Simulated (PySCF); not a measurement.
Structure problem from calculated spectra and properties.

Formula: C6H10O2.

| Property | Result |
| --- | --- |
| NMR, other nuclei | isotropic shieldings of nuclei other than C and H, by class: -100 (1 O), 134 (1 O) ppm [GIAO PBE0/pcSseg-1] |
| 13C NMR | chemical shifts (computed TMS as zero) by class: 169.9 (1 C), 145.0 (1 C), 133.2 (1 C), 61.2 (1 C), 21.4 (1 C), 15.3 (1 C) ppm [GIAO PBE0/pcSseg-1] |
| XPS | C1s 290.3, C1s 290.8, C1s 291.0, C1s 291.0, C1s 292.4, C1s 294.1, O1s 537.3, O1s 539.1 eV [ΔSCF SCAN, pcX-2 on the ionised atom, pcseg-1 elsewhere, spin-free X2C] |
| UV, strongest line | among the 10 lowest singlet transitions: S2 at 5.86 eV (211 nm, f = 0.192) [TDDFT B3LYP/def2-SVPD] |
| Rotational structure | rotational constants A, B, C: 4.391, 1.198, 0.958 GHz [PBE0-D3(BJ)/def2-SVP] |
| UV, first state | lowest singlet excitation: 4.84 eV (256 nm, f = 0.000) [TDDFT B3LYP/def2-SVPD] |
| Couplings | largest of the computed one-bond spin–spin couplings (means over like bonds): 13C–1H +172.9, 13C–1H +166.6, 13C–1H +151.1 (×2), 13C–1H +135.3 (×3), 13C–1H +133.4 (×3), 13C–13C +75.4, 13C–13C +73.8, 13C–13C +49.0 Hz [B3LYP/pcJ-1, spin–dipole term left out] |
| 1H NMR | chemical shifts (computed TMS as zero) by class: 6.51 (1 H), 5.93 (1 H), 3.91 (2 H), 1.94 (3 H), 1.35 (3 H) ppm [GIAO PBE0/pcSseg-1] |
| Dipole | 1.95 D [B3LYP/def2-SVPD] |
| Polarisability | 82.7 au [B3LYP/def2-SVPD] |

Electronic properties: PySCF, gas phase, density fitting. Levels stand in brackets. Isolated species at its PBE0-D3(BJ)/def2-SVP geometry (one conformer only). NMR classes are plain means over equivalent atoms (diastereotopic ones count apart unless rotation or inversion swaps them), as if these changed places fast.

Question: Propose a structure and show how it fits.

Answer: Numbering: `[CH2:1]=[C:2]([CH3:3])[C:4](=[O:5])[O:6][CH2:7][CH3:8]`. Its formula, C6H10O2, gives 2 degrees of unsaturation: 0 rings and 2 π bonds in the structure found. 6 carbons fall into 6 classes; from least to most shielded: ester carbonyl carbon [C4] (169.9 ppm), fully substituted alkene carbon [C2] (145.0 ppm), terminal =CH2 carbon [C1] (133.2 ppm), sp3 carbon bound to oxygen [C7] (61.2 ppm), allylic carbon [C3] (21.4 ppm), methyl carbon [C8] (15.3 ppm). Hydrogen classes from least to most shielded: 1 H on a terminal =CH2 carbon, C1 (6.51 ppm), 1 H on a terminal =CH2 carbon, C1 (5.93 ppm), 2 H on an sp3 carbon bound to oxygen, C7 (3.91 ppm), 3 H on an allylic carbon, C3 (1.94 ppm, a mean of values up to 0.6 ppm apart in this geometry), 3 H on a methyl carbon, C8 (1.35 ppm). The other shieldings belong to: -100 ppm, ester carbonyl oxygen [O5]; 134 ppm, ester single-bonded oxygen [O6]. The couplings run between: +172.9 Hz, terminal =CH2 carbon [C1] and its hydrogen; +166.6 Hz, terminal =CH2 carbon [C1] and its hydrogen; +151.1 Hz, sp3 carbon bound to oxygen [C7] and its hydrogen (with 1 like pair); +135.3 Hz, allylic carbon [C3] and its hydrogen (with 2 like pairs); +133.4 Hz, methyl carbon [C8] and its hydrogen (with 2 like pairs); +75.4 Hz, terminal =CH2 carbon [C1] and fully substituted alkene carbon [C2]; +73.8 Hz, fully substituted alkene carbon [C2] and ester carbonyl carbon [C4]; +49.0 Hz, fully substituted alkene carbon [C2] and allylic carbon [C3]. The core levels belong to: C1s 290.3 eV, terminal =CH2 carbon [C1]; C1s 290.8 eV, allylic carbon [C3]; C1s 291.0 eV, fully substituted alkene carbon [C2]; C1s 291.0 eV, methyl carbon [C8]; C1s 292.4 eV, sp3 carbon bound to oxygen [C7]; C1s 294.1 eV, ester carbonyl carbon [C4]; O1s 537.3 eV, ester carbonyl oxygen [O5]; O1s 539.1 eV, ester single-bonded oxygen [O6]. S1 is mainly HOMO−1→LUMO (weight 0.98); the largest Löwdin shares of the orbital it empties are 0.66 on the ester carbonyl oxygen, 0.10 on the ester single-bonded oxygen, 0.09 on the ester carbonyl carbon and 0.06 on the fully substituted alkene carbon, of the orbital it fills 0.28 on the terminal =CH2 carbon, 0.19 on the fully substituted alkene carbon, 0.17 on the ester carbonyl carbon and 0.17 on the ester carbonyl oxygen. By its constants the optimised geometry is an asymmetric top. Structure: `C=C(C)C(=O)OCC` (ethyl methacrylate). Computed isomers that give other values at the same levels: `C=CCOC(=O)CC` (smallest rotational constant: 1.004 GHz; this holds for the one conformer computed); `C/C=C\COC(C)=O` (lowest singlet excitation: 5.86 eV (212 nm, f = 0.001)); `CC(=O)C(C)C(C)=O` (13C chemical shifts (computed TMS as zero) by class: 208.5 (2 C), 67.5 (1 C), 28.1 (2 C), 13.8 (1 C) ppm). The assignments are read from this structure; whether some other isomer fits the data as well wasn't checked.

Conformer computed: `[CH2:1]=[C:2]([CH3:3])[C:4](=[O:5])[O:6][CH2:7][CH3:8]`: C1–C2–C4–O5 -178°, C2–C4–O6–C7 180°, C4–O6–C7–C8 -178°.
